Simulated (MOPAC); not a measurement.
MOPAC input (PM6):

```
PM6 1SCF CHARGE=1 GEO-OK AUX(PRECISION=9) THREADS=1
HSn

Sn   -0.00000000 1   -0.00000000 1   -0.03502570 1
H     0.00000000 1    0.00000000 1    1.75128499 1
```

Q: What heat of formation does the run end on, and which ionisation energy by Koopmans theorem?

A: 228.00 kcal/mol; 14.38 eV.
